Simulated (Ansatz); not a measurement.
Ansatz (a program for electronic structure) input (SVWN5/def2-TZVPD):

Ansatz 0.2 input:
```yaml
crystal:
  periodic: [false, false, false]
  atoms:
    - {symbol: B, position_ang: [0.15431734, -0.02991672, 0.03684712]}
    - {symbol: F, position_ang: [-0.50430122, 1.20968830, 0.10957048]}
    - {symbol: F, position_ang: [-0.79783028, -0.95725066, -0.42048687]}
    - {symbol: O, position_ang: [1.36844961, -0.26529440, 0.32675150]}
basis:
  gaussian:
    orbitals: def2-TZVPD
hamiltonian:
  xc: {name: SVWN5}
total_charge: -1
output: {forces: true}
```

End of the output:

```
mean field: 0.48 GiB planned
mean field evaluation 1: about -8105.9560 eV, gradient 5.2e1 eV
mean field evaluation 2: about -8011.1629 eV, gradient 1.8e2 eV
mean field evaluation 4: about -8110.2293 eV, gradient 1.8e1 eV
mean field evaluation 8: about -8110.6189 eV, gradient 1.3e-1 eV
mean field evaluation 16: about -8110.6162 eV, gradient 7.5e-5 eV
mean field -8110.61615617 eV, -298.0596461662 hartree, gradient 1.3e-5 eV, S^2 0.000000; 0 other end points of the search recorded, 0 dependent functions left out
the calculation of the forces begins
reference -8110.61619739 eV, -298.0596476808 hartree; 16, 16 occupied and 141, 141 virtual orbitals, 743 factors
Total energy: -8110.61619739 eV, -298.0596476808 hartree
Atom 0 at     0.154317    -0.029917     0.036847 Å, force    -0.413603     0.080183    -0.098758 eV/Å
Atom 1 at    -0.504301     1.209688     0.109570 Å, force     0.126750    -0.299768    -0.026656 eV/Å
Atom 2 at    -0.797830    -0.957251    -0.420487 Å, force     0.199397     0.236540     0.104531 eV/Å
Atom 3 at     1.368450    -0.265294     0.326751 Å, force     0.087456    -0.016955     0.020882 eV/Å
Dipole moment:    -0.553256     0.107257    -0.132104 e Å
```

It need not be the lowest isomer of its formula. Whether it binds its extra electron was not tested at this geometry.
